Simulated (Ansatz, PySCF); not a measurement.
Pulling on the Sb1–Sb2 bond in Sb2 (multiplicity 1 held). Energies count from the point at 2.488 Å.


R- and RO- levels are restricted; in cc, def2 and unpolarised 6-31G sets they are followed outwards from rest. Active spaces are followed from rest. Left out are points that failed, MP2 points that dive below the minimum, coupled-cluster points behind a jump of the amplitudes or a sharp parting from full CI or MRCI, small-basis points behind a change of solution, and semi-empirical points at long bonds. Levels need not reach the same state.

Correlated levels freeze the cores. Filled d and f shells under p-block atoms count as core. Rows in 3-21G carry no dispersion term and start afresh at each structure; the Pople sets are all-electron and without relativity.

The values were computed with Ansatz (Gaussian orbitals); PySCF for 3-21G rows.  In def2 rows elements past Kr take small-core potentials, without spin–orbit coupling.

Energies in kcal/mol.

```tsv
R (Å)	R-HF/3-21G	R-wB97X-V/def2-TZVPP	SC-NEVPT2 on CASSCF(10,8)/def2-TZVPP	FIC-MRCISD+Q on CASSCF(10,8)/def2-TZVPP
1.990	131.3	88.9	113.3	112.8
2.239	26.8	10.9	22.9	22.6
2.488	0.0	0.0	0.0	0.0
2.737	7.4	17.3	4.5	4.8
2.986	28.7	44.7	17.4	18.0
3.359	68.1	88.2	35.6	36.9
3.732	106.2	126.6	46.6	48.4
4.354	157.4	175.1	54.1	56.2
4.976	192.9	207.6	56.1	58.3
5.722	220.6	232.8	56.7	58.9
6.718	242.0	253.1	56.8	59.1
7.962	256.3	267.7	56.8	59.1
9.952	left out	281.1	56.8	59.1
```

Doubts at one or more of the structures used: a restricted determinant that unrestricted orbitals would lower (R-HF/3-21G, R-wB97X-V/def2-TZVPP).

Ansatz is a program for electronic structure.
